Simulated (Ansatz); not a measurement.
**Molecular dynamics of CH5AlOS3**

The input (input.yaml):

```yaml
crystal:
  periodic: [false, false, false]
  atoms:
    - { symbol: S, position_ang: [1.381763, -2.789452, 0.410239] }
    - { symbol: Al, position_ang: [0.359076, -1.033639, 1.020026] }
    - { symbol: O, position_ang: [-1.006817, -0.6137, -0.058883] }
    - { symbol: C, position_ang: [-0.72575, 0.703236, -0.401291] }
    - { symbol: S, position_ang: [1.225621, 0.909988, -0.019948] }
    - { symbol: S, position_ang: [-1.676035, 1.99654, 0.54097] }
    - { symbol: H, position_ang: [0.936064, -2.721763, -0.87179] }
    - { symbol: H, position_ang: [0.242092, -0.68835, 2.469139] }
    - { symbol: H, position_ang: [-0.832794, 0.923229, -1.496008] }
    - { symbol: H, position_ang: [1.609206, 0.296797, -1.176487] }
    - { symbol: H, position_ang: [-1.447028, 2.960113, -0.395166] }
basis:
  gaussian: { orbitals: STO-3G }
hamiltonian:
  xc: b3lyp
  dispersion: d4
md:
  timestep: 0.5
  n_steps: 483
  ensemble: nvt_langevin
  temperature: 300.0
  initial_velocities: maxwell_boltzmann
  seed: 921826
  friction: 0.005
scf:
  lower_state_search: "off"
```

Run as:

```bash
$ ansatz run input.yaml --threads 1 --pin off --max-ram 2048MiB --backend cpu --events-out ev --progress --plain --runs-dir out
```

It starts from a relaxed structure.

Output, in part (step lines, the closing report, with atoms numbered from 0):

```
md step     0: t =     0.00 fs  T =   272.7 K  F+E_penalty+E_count = -41790.49306089 eV  E_kin = 0.387780 eV  (14 SCF iters)
[... lines left out ...]
Total energy: -41790.17320180 eV, -1535.7605387695 hartree
Atom 0 at     1.802241    -2.776788     0.941287 Å, force     0.612946    -0.045613     0.650154 eV/Å
Atom 1 at     0.672771    -1.070349     1.401151 Å, force    -0.895399     0.607289     1.224344 eV/Å
Atom 2 at    -0.863728    -1.209736     0.426654 Å, force     0.192859    -0.632428     0.761240 eV/Å
Atom 3 at    -0.950903    -0.020831    -0.240935 Å, force     0.401583     0.331518     1.910656 eV/Å
Atom 4 at     0.945031     0.639657    -0.135767 Å, force     0.486161    -0.428958    -1.364139 eV/Å
Atom 5 at    -2.138089     1.240290     0.417281 Å, force     0.032062     0.103936    -0.269946 eV/Å
Atom 6 at     1.071283    -2.776760    -0.168192 Å, force    -0.295182    -0.571556    -1.121592 eV/Å
Atom 7 at     0.642969    -0.434879     2.810460 Å, force    -0.042946    -0.379281    -0.991560 eV/Å
Atom 8 at    -1.132665    -0.101879    -1.297291 Å, force    -0.348675    -0.168824    -1.822510 eV/Å
Atom 9 at     1.246065    -0.264823    -1.168551 Å, force     0.070533     0.927312     0.858384 eV/Å
Atom 10 at    -2.248779     1.763734    -0.835716 Å, force    -0.213943     0.256604     0.164969 eV/Å
Dipole moment:    -0.009783     0.492872    -0.563073 e Å
```

The steps, from the saved trajectory:

```csv
time (fs),T (K),potential energy less start (eV)
0,273,0.000
8,123,0.271
16,190,0.158
24,180,0.136
32,152,0.161
40,193,0.141
48,155,0.204
56,211,0.169
64,183,0.200
72,233,0.200
80,244,0.215
88,185,0.311
96,216,0.269
104,201,0.322
112,249,0.241
120,258,0.287
128,299,0.306
136,246,0.310
144,290,0.319
152,334,0.273
160,345,0.247
168,308,0.299
176,312,0.265
184,315,0.278
192,330,0.251
200,302,0.273
208,325,0.226
216,300,0.278
224,234,0.394
232,341,0.221
240,282,0.303
```

All steps were run. A run of 0.24 ps of so small a system gives no equilibrium averages. Limits of this set-up: minimal basis.

The same pairs are bonded in the first frame and the last. Pairs count as bonded within 1.25 times the sum of covalent radii (0.12 Å more for H–H).

Last frame:

```xyz
11
Properties=species:S:1:pos:R:3
S 1.802 -2.777 0.941
Al 0.673 -1.070 1.401
O -0.864 -1.210 0.427
C -0.951 -0.021 -0.241
S 0.945 0.640 -0.136
S -2.138 1.240 0.417
H 1.071 -2.777 -0.168
H 0.643 -0.435 2.811
H -1.133 -0.102 -1.297
H 1.246 -0.265 -1.169
H -2.249 1.764 -0.836
```

The run took 18 min on 1 thread of Arm Neoverse V2, on a shared host, peak memory 0.12 GiB.
